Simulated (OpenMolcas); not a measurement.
# Ionisation energies of aluminium

```
Program             : OpenMolcas
Basis               : ANO-RCC-VTZP [5s4p2d1f]
Scalar Hamiltonian  : DKH2, point nucleus
Spin-orbit coupling : RASSI with atomic mean-field integrals over the reference wave functions, term energies averaged over their components
```

Active shells in each charge state: the valence s, p shells, with orbitals averaged over the low states. Where CASPT2's correlated closed shells are named, they are those of the first ion.

A. CASSCF
B. SS-CASPT2, IPEA 0.25 Eh, imaginary shift 0.1 Eh (closed shells correlated: 2s 2p)
C. SS-CASPT2, IPEA 0 Eh, imaginary shift 0.1 Eh (closed shells correlated: 2s 2p)
D. SS-CASPT2, IPEA 0.25 Eh, imaginary shift 0.1 Eh (closed shells correlated: none)

Energies in eV between the lowest computed levels (charge -1 gives the electron affinity), named as in B; reference values from the NIST Atomic Spectra Database with their kind.

```csv
From,To,A,B,C,D,Spin-orbit share in B,Reference
Al- 3s² 3p² ³P₀,Al 3s² 3p ²P°_1/2,-0.673,-0.227,-0.119,-0.228,-0.003,
Al 3s² 3p ²P°_1/2,Al+ 3s² ¹S₀,4.976,5.637,5.786,5.619,+0.009,5.986 (measured)
Al+ 3s² ¹S₀,Al2+ 3s ²S_1/2,18.568,18.680,18.681,18.612,+0.000,18.829 (measured)
Al2+ 3s ²S_1/2,Al3+ 2p⁶ ¹S₀,28.085,28.273,28.278,28.085,+0.000,28.448 (measured)
```

Error against the reference values, in %:

```tsv
From	Reference	A	B	C	D
Al	measured	-16.9	-5.8	-3.3	-6.1
Al+	measured	-1.4	-0.8	-0.8	-1.2
Al2+	measured	-1.3	-0.6	-0.6	-1.3
```

Mean absolute error over the 3 measured values: A 0.54 eV, B 0.22 eV, C 0.17 eV, D 0.32 eV. C lies closest.

No diffuse functions were added, so the electron affinity comes out too small, and without dynamic correlation a bound anion can come out unbound.

° marks odd parity.
